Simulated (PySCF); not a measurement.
SiBr2, SMILES [Si](Br)Br (connectivity only; charge and spin as stated), neutral, multiplicity 1. Geometry: B3LYP-D3(BJ)/def2-TZVP. The isomer is the one that the SMILES or the coordinates give; other isomers of the formula were not compared.

TDDFT-M06-2X/def2-SVPD run with PySCF puts the lowest singlet excitations at 3.24, 4.14, 4.97, 5.43, 5.58, 6.02 eV.

Question: What are the lowest excitation roots from ADC(2)/aug-cc-pVDZ run with PySCF? (An estimate is asked for; the answer gives what the named calculation found.)

Answer: 3.39, 4.13, 4.76, 5.61, 5.65, 6.13 eV. S1 differs by 0.15 eV (second minus first; roots are paired by order, and the bases may differ).
